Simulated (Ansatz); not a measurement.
Gas-phase electronic energies from Ansatz, PBE0-D4/def2-TZVP geometries. CBS: MP2 limit from def2 TZ/QZ plus the TZ coupled-cluster correction, frozen cores. DFT in def2-TZVPP. B3LYP here is the variant with VWN-RPA as its local correlation; programs differ in this. Each species was taken in one conformer, which may not be the lowest.

Consider the cleavage of the Si–Si bond: `N[SiH2]O[SiH2][SiH3]` + `[SiH3]SS` → `[SiH3]SS[SiH3]` + `N[SiH2]O[SiH3]`.

```json
{"level": "B3LYP", "ΔE (kJ/mol)": "-58.4"}
{"level": "HF/def2-TZVPP", "ΔE (kJ/mol)": "-70.2"}
{"level": "SCS-MP2/def2-TZVPP", "ΔE (kJ/mol)": "-70.6"}
{"level": "CCSD(T)/def2-TZVPP", "ΔE (kJ/mol)": "-60.3"}
{"level": "MP2/def2-QZVPP", "ΔE (kJ/mol)": "-73.8"}
{"level": "SCS-MP2/def2-QZVPP", "ΔE (kJ/mol)": "-72.6"}
{"level": "HF/CBS(def2)", "ΔE (kJ/mol)": "-71.3"}
{"level": "MP2/CBS(def2)", "ΔE (kJ/mol)": "-74.7"}
```

**Question.** What does CCSD(T)/CBS give? (Best estimate.)

**Answer.** The calculation gave: -63.1 kJ/mol. The listed levels differ from it by 4.7, -7.1, -7.5, 2.8, -10.7, -9.5, -8.2, -11.6 kJ/mol.

Largest T1 diagnostic among the species: 0.012.

From PBE to PBE0 (25 % exact exchange), in def2-TZVPP and without D4, ΔE moves by −4.1 kJ/mol.
